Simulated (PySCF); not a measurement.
# KSi and its ions

UHF-CCSD(T); PySCF, no relativity, basis sets K 6-31G(d,p), Si 6-31G(d,p). Neutral (UHF): quartet (σ ↑, π ↑↑), Re = 3.102 Å, ωe = 194 cm⁻¹, De = 1.29 eV.

KSi⁺ (UHF): triplet (σ ↑, π ↑), Re = 3.780 Å, ωe = 84.7 cm⁻¹, De = 0.27 eV to K⁺ + Si. The energies at the minima are -888.19050 hartree for KSi and -888.00081 for KSi⁺.

Work out the adiabatic ionisation energy, without and with harmonic zero-point energies (1 hartree = 27.2114 eV, 1 eV = 8065.5 cm⁻¹), and the change of the bond length.

At UHF-CCSD(T): 0.18969 hartree = 5.162 eV between the minima; the zero-point term (84.7 − 194.0)/2 cm⁻¹ = -0.007 eV makes it 5.155 eV. Re changes by +67.8 pm against the neutral. The electron leaves a π orbital, and the ion is left as a loose complex of an ion and an atom.

Correlated steps freeze 10 core orbitals. Weak bonds: KSi⁺. Basis-set superposition, not corrected here, can be much of De in a small basis, most of all at correlated wavefunction levels. For an ion De counts to the pair picked by the measured ionisation energies or electron affinities, which need not be the lowest pair at this level. States were picked by a PBE0 search and need not be the measured ground states.
